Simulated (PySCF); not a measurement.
# Worked example: oscillator strength and radiative lifetime

C4H5Cl, SMILES C1CCC=1Cl.

Coordinates come from a PBE-D3(BJ)/def2-SVP optimisation.

TDDFT-PBE/def2-SVPD run with PySCF puts the first singlet state with f over 0.02 at 6.19 eV (vertical), with the transition dipole (0.620, -0.946, 0.000) in atomic units.

Task: Find the oscillator strength, the wavelength and the radiative lifetime that this transition would have in vacuum if emission retraced absorption.

Result: 
|μ|² = 1.2793 au, so |μ| = 2.87 D. ΔE = 6.19/27.211 = 0.2275 hartree. f = (2/3) ΔE |μ|² = 0.194 (the program prints 0.194).
λ = 1239.84/6.19 = 200 nm; ν = 49926 cm⁻¹.
Einstein's coefficient A = 0.6670 ν² f s⁻¹ (ν in cm⁻¹) = 3.2e8 s⁻¹, so τ = 1/A = 3.1 ns. This state is S2; the lower singlet has f = 0.004. The figure is the radiative limit of this one transition; relaxation, internal conversion, crossing to triplets and a medium change what is measured.
